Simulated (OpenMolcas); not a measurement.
Si⁺: thermal populations, the spin-orbit constant, worked from levels

```yaml
Program: OpenMolcas
Basis: ANO-RCC [8s7p5d4f2g]
Scalar_Hamiltonian: DKH2, point nucleus
Active_space: 1 electron in 9 orbitals (RAS2 3p; RAS3 3d 4s, at most 1 electron)
State_averaging: 2S+1 = 2 odd, 3 roots; 2S+1 = 2 even, 6 roots
Spin-orbit_coupling: state interaction with AMFI integrals over the reference wave functions, term energies averaged over their components
```

Methods: RASSCF; SS-RASPT2, IPEA 0.25 Eh, imaginary shift 0.1 Eh (closed shells correlated: 2s 2p 3s). Measured levels: NIST Handbook of Basic Atomic Spectroscopic Data.

**Thermal populations.** Z = Σ (2J + 1) exp(-E/kT) with k = 0.695035 cm-1/K, over the levels below. No other level of either list lies under 42800 cm-1, which is above 7 kT at each temperature.

```tsv
Level	2J + 1	SS-RASPT2	measured
3s² 3p ²P°_1/2	2	0.0	0.0
3s² 3p ²P°_3/2	4	252	287
```

| T (K) | Z, SS-RASPT2 | Z, measured levels | Ground level (%), SS-RASPT2 | Ground level (%), measured levels |
| --- | --- | --- | --- | --- |
| 3000 | 5.545 | 5.486 | 36.1 | 36.5 |
| 5000 | 5.720 | 5.683 | 35.0 | 35.2 |
| 8000 | 5.823 | 5.799 | 34.3 | 34.5 |

At 8000 K, kT = 5560 cm-1, and the computed levels give Z = 2.000 + 3.823 = 5.823.

**The spin-orbit constant.** For the Hund term ²P° of p1, E(J) = (A/2) J(J+1) + constant and ζ = 2S·A = A. From J = 1/2 to J = 3/2 the energy changes by 1.5 A.

| Source | E(3/2) - E(1/2) | A | ζ |
| --- | --- | --- | --- |
| RASSCF | 251.9 | 167.9 | 168 |
| SS-RASPT2 | 251.9 | 167.9 | 168 |
| measured | 287.2 | 191.5 | 191 |

All in cm-1. SS-RASPT2 is off by -12.3 % and RASSCF by -12.3 %. Both methods take the spin-orbit matrix elements from the reference wave functions, so the second can move ζ only through the term energies and any multistate remixing.

With one active electron the reference holds no correlation, so core polarisation is missing (holds for RASSCF). With one active electron, CASPT2 adds the correlation within the correlated inactive shells and between them and that electron, and leaves the splitting within a term as the reference gives it (holds for SS-RASPT2). Measured partners are found by configuration, term and J. A level has none where our copy of the source lacks it or the pairing is in doubt (some pairs that miss far off the trend of their configuration count as doubtful), and it then counts in no deviation. Only configurations of the active space appear.

° marks odd parity.
